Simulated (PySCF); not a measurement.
C11H10.
Atom-mapped SMILES: `[CH:1]1=[CH:2][C@H:3]2[CH2:4][C@@H:5]1[c:6]1[cH:7][cH:8][cH:9][cH:10][c:11]12` (hydrogens: H12 on C1; H13 on C2; H14 on C3; H15, H16 on C4; H17 on C5; H18 on C7; H19 on C8; H20 on C9; H21 on C10)

The same species was optimised twice, with GFN2-xTB and with PBE0-D3(BJ)/def2-SVP (PySCF), and the same property calculations (PySCF, gas phase) were run on both structures.

```tsv
coordinate	GFN2-xTB	PBE0-D3(BJ)/def2-SVP	change
C1=C2 (Å)	1.325	1.338	+0.013
C3–C11 (Å)	1.515	1.527	+0.012
C5–C6 (Å)	1.515	1.527	+0.012
C1–C5 (Å)	1.519	1.530	+0.011
C2–C3 (Å)	1.519	1.530	+0.011
C6–C7 (Å)	1.372	1.383	+0.011
C9–C10 (Å)	1.394	1.405	+0.011
C7–C8 (Å)	1.394	1.405	+0.011
C10–C11 (Å)	1.372	1.383	+0.011
C8–C9 (Å)	1.381	1.392	+0.011
C4–C5 (Å)	1.541	1.548	+0.007
C3–C4 (Å)	1.541	1.548	+0.007
C6–C11 (Å)	1.400	1.407	+0.007
C1–C5–C6 (°)	104.4	106.0	+1.6
C2–C3–C11 (°)	104.4	106.0	+1.6
C6–C7–C8 (°)	117.9	118.3	+0.4
C2–C3–C4 (°)	99.3	99.0	-0.3
C1–C5–C4 (°)	99.3	99.0	-0.3
C7–C8–C9 (°)	121.0	120.7	-0.3
C9–C10–C11 (°)	117.9	118.2	+0.3
C3–C11–C10 (°)	132.7	133.0	+0.3
```

Rotational constants: A = 2542, B = 1066, C = 910.3 MHz (GFN2-xTB) against A = 2521, B = 1043, C = 891.0 MHz (PBE0-D3(BJ)/def2-SVP). Point groups within 0.08 Å: Cs and Cs.

On the GFN2-xTB structure: HOMO (eV) -6.42 [PBE0/pcSseg-1]; LUMO (eV) -0.40 [PBE0/pcSseg-1]; dipole (D) 0.59 [PBE0/pcSseg-1]; GIAO shielding of C1/C2 (mean) (ppm) 33.5 [PBE0/pcSseg-1]; GIAO shielding of C3/C5 (mean) (ppm) 132.9 [PBE0/pcSseg-1]; GIAO shielding of C4 (ppm) 111.5 [PBE0/pcSseg-1]; GIAO shielding of C6/C11 (mean) (ppm) 28.0 [PBE0/pcSseg-1]; GIAO shielding of C7/C10 (mean) (ppm) 59.9 [PBE0/pcSseg-1]; GIAO shielding of C8/C9 (mean) (ppm) 57.5 [PBE0/pcSseg-1].

Q: What do these properties become on the PBE0-D3(BJ)/def2-SVP structure?

A: 
| property | level | on GFN2-xTB | on PBE0-D3(BJ)/def2-SVP | change |
| --- | --- | --- | --- | --- |
| HOMO (eV) | PBE0/pcSseg-1 | -6.42 | -6.47 | -0.05 |
| LUMO (eV) | PBE0/pcSseg-1 | -0.40 | -0.45 | -0.05 |
| dipole (D) | PBE0/pcSseg-1 | 0.59 | 0.51 | -0.08 |
| energy, GFN2-xTB geometry as zero (kcal/mol) | PBE0/pcSseg-1 | 0.0 | -0.7 | -0.7 |
| GIAO shielding of C1/C2 (mean) (ppm) | PBE0/pcSseg-1 | 33.5 | 30.1 | -3.4 |
| GIAO shielding of C3/C5 (mean) (ppm) | PBE0/pcSseg-1 | 132.9 | 130.3 | -2.6 |
| GIAO shielding of C4 (ppm) | PBE0/pcSseg-1 | 111.5 | 109.5 | -2.0 |
| GIAO shielding of C6/C11 (mean) (ppm) | PBE0/pcSseg-1 | 28.0 | 26.5 | -1.5 |
| GIAO shielding of C7/C10 (mean) (ppm) | PBE0/pcSseg-1 | 59.9 | 57.2 | -2.7 |
| GIAO shielding of C8/C9 (mean) (ppm) | PBE0/pcSseg-1 | 57.5 | 54.5 | -3.0 |

The heavy atoms differ by 0.025 Å rms after alignment. Among bonds between heavy atoms C1=C2, C3–C11 and C5–C6 change most and about equally (+0.012 to +0.013 Å). Changes are differences of the printed values. Neither structure is proved a minimum here.
